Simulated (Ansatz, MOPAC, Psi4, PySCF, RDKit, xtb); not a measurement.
Pair of molecules: CH5N (SMILES CN) (first 7 atoms) with H4OSi (SMILES O[SiH3]); geometry from B3LYP-D3(BJ)/def2-TZVP, rigid monomers moved along the line of their centres of mass till N2···H10 is 2.52 Å.
(charge 0, multiplicity 1):
```xyz
13

C      0.23804    -0.36064    -0.12009
N     -0.26851     0.97108     0.23593
H     -0.45843    -1.11576     0.24456
H      1.19232    -0.52429     0.38071
H      0.38087    -0.51185    -1.19492
H     -1.16393     1.14785    -0.20461
H      0.36596     1.69609    -0.07860
O     -0.55133     0.96313     3.72913
Si    -0.11396    -0.41795     4.48421
H     -0.48459     1.00263     2.74261
H     -0.93238    -1.58525     4.05269
H     -0.29949    -0.21890     5.93850
H      1.30832    -0.77909     4.22854
```

Interaction energies are E(AB) − E(A) − E(B) at the monomers' geometry in the complex; basis-set methods are counterpoise corrected. RDKit's UFF carries no charges.

Cores are frozen in the correlated methods. Rows in 6-31G* carry no dispersion term and start afresh at each structure (6-31G* with six Cartesian d functions). The state that PM3 reach isn't checked.

Codes used: Ansatz (a quantum-chemistry and plane-wave program); MOPAC for PM3 (differences of heats of formation); Psi4 for SAPT; PySCF for 6-31G* rows, the dispersion terms; RDKit for the force fields; xtb for the GFN methods. Values without a source in brackets are computed.

```
level                     interaction energy (kcal/mol)
------------------------  -----------------------------
UFF                                               -0.37
PM3                                               -0.79
GFN2-xTB                                          -4.25
HF/6-31G*                                         -6.00
PBE-D3(BJ)/def2-TZVPPD                            -7.04
r2SCAN/def2-TZVPPD                                -6.19
B3LYP-D3(BJ)/def2-TZVPPD                              …
CCSD(T)/aug-cc-pV(D+d)Z                           -6.23
SAPT0/jun-cc-pV(D+d)Z                             -6.30
```

Problem. Complete the blanks.

Solution. 
- B3LYP-D3(BJ)/def2-TZVPPD, interaction energy (kcal/mol): -6.72
